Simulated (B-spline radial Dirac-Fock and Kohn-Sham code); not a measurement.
**Two-hole binding energies of Ba**

System: the free barium atom in the configuration [Xe] 5d2 (an excited configuration).

The computed values come from a radial finite-basis atomic code: Dirac-Fock (average of configuration) total-energy differences with a finite nucleus, the Breit interaction including its frequency dependence, and self-energy and vacuum-polarisation corrections. U is the two-hole binding energy less the two single-hole energies, the effective repulsion of the holes after relaxation. Each two-hole energy is an average over J within one jj subconfiguration.

```csv
holes,E(a) (eV),E(b) (eV),E(ab) (eV),U (eV)
1s⁻¹ 2p3/2⁻¹,37443.3,5252.4,42933.4,237.7
1s⁻¹ 3p3/2⁻¹,37443.3,1070.6,38585.9,71.9
1s⁻¹ 3d5/2⁻¹,37443.3,785.7,38295.0,66.0
2p1/2⁻²,5629.3,5629.3,11447.6,188.9
2s⁻¹ 2p3/2⁻¹,5999.8,5252.4,11388.3,136.1
2p1/2⁻¹ 2p3/2⁻¹,5629.3,5252.4,11049.3,167.6
2s⁻¹ 3d5/2⁻¹,5999.8,785.7,6851.8,66.3
2p1/2⁻¹ 3p3/2⁻¹,5629.3,1070.6,6763.6,63.7
3p3/2⁻²,1070.6,1070.6,2187.6,46.3
3d3/2⁻²,801.1,801.1,1654.6,52.5
3d5/2⁻²,785.7,785.7,1623.6,52.1
4d3/2⁻¹ 4d5/2⁻¹,96.89,94.30,209.1,17.9
4d5/2⁻²,94.30,94.30,?,?
5p1/2⁻¹ 5p3/2⁻¹,21.36,19.31,49.55,8.9
```

Task: Give the missing two-hole energy and U.

Result: E(ab) = 206.2 eV and U = 17.6 eV.
